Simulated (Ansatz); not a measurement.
A trace of molecular dynamics of Cl₂H₄HfO₂Si (10 atoms, charge 0, multiplicity 1).

Method: RKS B3LYP/def2-SVP in Ansatz 0.2.0.

```json
{"ensemble": "NVT, Langevin thermostat", "set temperature": "2000 K", "friction": "0.001 /fs", "seed": "341089"}
```

```json
{"time (fs)": "0", "T (K)": "1800", "potential energy less start (eV)": "0.000"}
{"time (fs)": "8", "T (K)": "209030", "potential energy less start (eV)": "12.681"}
{"time (fs)": "16", "T (K)": "211006", "potential energy less start (eV)": "10.984"}
{"time (fs)": "24", "T (K)": "207592", "potential energy less start (eV)": "14.154"}
{"time (fs)": "32", "T (K)": "245971", "potential energy less start (eV)": "24.382"}
{"time (fs)": "40", "T (K)": "243086", "potential energy less start (eV)": "24.883"}
{"time (fs)": "48", "T (K)": "239837", "potential energy less start (eV)": "25.834"}
{"time (fs)": "56", "T (K)": "235734", "potential energy less start (eV)": "25.601"}
{"time (fs)": "64", "T (K)": "230713", "potential energy less start (eV)": "25.998"}
{"time (fs)": "72", "T (K)": "226238", "potential energy less start (eV)": "26.146"}
{"time (fs)": "80", "T (K)": "223461", "potential energy less start (eV)": "25.389"}
{"time (fs)": "88", "T (K)": "219755", "potential energy less start (eV)": "25.805"}
{"time (fs)": "96", "T (K)": "216130", "potential energy less start (eV)": "25.336"}
{"time (fs)": "104", "T (K)": "212751", "potential energy less start (eV)": "25.740"}
{"time (fs)": "112", "T (K)": "207721", "potential energy less start (eV)": "26.467"}
{"time (fs)": "120", "T (K)": "204343", "potential energy less start (eV)": "26.395"}
{"time (fs)": "128", "T (K)": "202024", "potential energy less start (eV)": "26.933"}
{"time (fs)": "136", "T (K)": "199219", "potential energy less start (eV)": "26.681"}
{"time (fs)": "144", "T (K)": "196612", "potential energy less start (eV)": "26.462"}
{"time (fs)": "152", "T (K)": "194058", "potential energy less start (eV)": "26.513"}
{"time (fs)": "160", "T (K)": "191979", "potential energy less start (eV)": "25.878"}
```

Task: Can this run be trusted? Judge the integration.

Result: The temperature shot up to 250000 K, far beyond the bath's, so the integration failed: the time step of 4 fs is too long for the fastest motions that this run met, and the later frames carry no physical meaning.

The run took 20 min on 4 threads of Arm Neoverse V1, on a shared host, peak memory 0.49 GiB.
